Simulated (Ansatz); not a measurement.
```yaml
atoms:
  - { symbol: S, position_ang: [0.0000, 0.0000, 0.0000] }
  - { symbol: O, position_ang: [0.0000, 0.0000, 1.9370] }
```

Basis set: 6-31G (spherical functions). Charge 0, multiplicity 1.

Computed with Ansatz (development build ahead of 0.2.0); each method stands on the lowest determinant of its kind that the runs found.

The atomization energy at this shape (free ground-state atoms in the same class of orbitals less the molecule, no zero-point energy) of singlet SO:

| method | atomization energy |
| --- | --- |
| PBE0 (unrestricted) | 47.10 kcal/mol |
| UHF | -8.32 kcal/mol |

(1) What does PBE (unrestricted) give?

Answers

(1) 76.87 kcal/mol. Caution: another spin multiplicity may lie lower; the shape is not the minimum; the unrestricted determinant is a mixture of spin states.

This basis has no polarisation functions and is too small for such energies, which can lie far from measured ones in either direction.
